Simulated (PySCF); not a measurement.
Isomers of C9H9N, mass 131.073 u with the commonest isotopes. Method: PBE0-D3(BJ)/def2-SVP geometry optimisation, gas phase (PySCF 2.14.0). One conformer each, none proved a minimum here; rigid rotors.

Task: Order these by rotational constant C, smallest first.
A. `[N:1]#[C:2][CH2:3][C:4]1=[CH:5][C@@H:6]2[CH:7]=[CH:8][C@H:9]1[CH2:10]2` with C2–C3–C4–C5 -131°
B. `[CH2:1]=[N:2][C:3]1=[CH:4][C@H:5]2[CH:6]=[CH:7][C@@H:8]1[CH:9]=[CH:10]2` with C1–N2–C3–C4 49°
C. `[CH2:1]=[C:2]=[CH:3][CH2:4][c:5]1[cH:6][cH:7][n:8][cH:9][cH:10]1` with C2–C3–C4–C5 -118°, C3–C4–C5–C6 -139°
D. `[NH2:1][CH2:2][C:3]#[C:4][c:5]1[cH:6][cH:7][cH:8][cH:9][cH:10]1` with H–N1–C2–C3 58° and -58°

Result: D (493.9 MHz), C (586.5 MHz), A (882.3 MHz), B (1150 MHz).

Task: Order these by rotational constant A, largest first.
A. `[NH2:1][CH2:2][C:3]#[C:4][c:5]1[cH:6][cH:7][cH:8][cH:9][cH:10]1` with H–N1–C2–C3 58° and -58°
B. `[CH2:1]=[C:2]=[CH:3][CH2:4][c:5]1[cH:6][cH:7][n:8][cH:9][cH:10]1` with C2–C3–C4–C5 -118°, C3–C4–C5–C6 -139°
C. `[N:1]#[C:2][CH2:3][C:4]1=[CH:5][C@@H:6]2[CH:7]=[CH:8][C@H:9]1[CH2:10]2` with C2–C3–C4–C5 -131°
D. `[CH2:1]=[N:2][C:3]1=[CH:4][C@H:5]2[CH:6]=[CH:7][C@@H:8]1[CH:9]=[CH:10]2` with C1–N2–C3–C4 49°

Result: A (4548 MHz), B (3919 MHz), C (3217 MHz), D (2716 MHz).

Task: Order these by dipole moment, largest first.
A. `[NH2:1][CH2:2][C:3]#[C:4][c:5]1[cH:6][cH:7][cH:8][cH:9][cH:10]1` with H–N1–C2–C3 58° and -58°
B. `[CH2:1]=[N:2][C:3]1=[CH:4][C@H:5]2[CH:6]=[CH:7][C@@H:8]1[CH:9]=[CH:10]2` with C1–N2–C3–C4 49°
C. `[CH2:1]=[C:2]=[CH:3][CH2:4][c:5]1[cH:6][cH:7][n:8][cH:9][cH:10]1` with C2–C3–C4–C5 -118°, C3–C4–C5–C6 -139°
D. `[N:1]#[C:2][CH2:3][C:4]1=[CH:5][C@@H:6]2[CH:7]=[CH:8][C@H:9]1[CH2:10]2` with C2–C3–C4–C5 -131°

Result: D (3.88 D), C (2.53 D), B (1.25 D), A (1.10 D).

```csv
SMILES,point group,Ia (u·Å²),Ib (u·Å²),Ic (u·Å²),κ,μa (D),μb (D),μc (D)
C=C=CCc1ccncc1,C1,128.95,757.00,861.75,-0.95,2.28,1.07,0.25
NCC#Cc1ccccc1,near Cs,111.13,917.93,1023.17,-0.97,1.00,0.46,0.02
C=NC1=C[C@H]2C=C[C@@H]1C=C2,C1,186.08,431.63,439.34,-0.97,0.01,1.23,0.26
N#CCC1=C[C@@H]2C=C[C@H]1C2,C1,157.09,554.22,572.82,-0.97,3.05,1.85,1.53
```
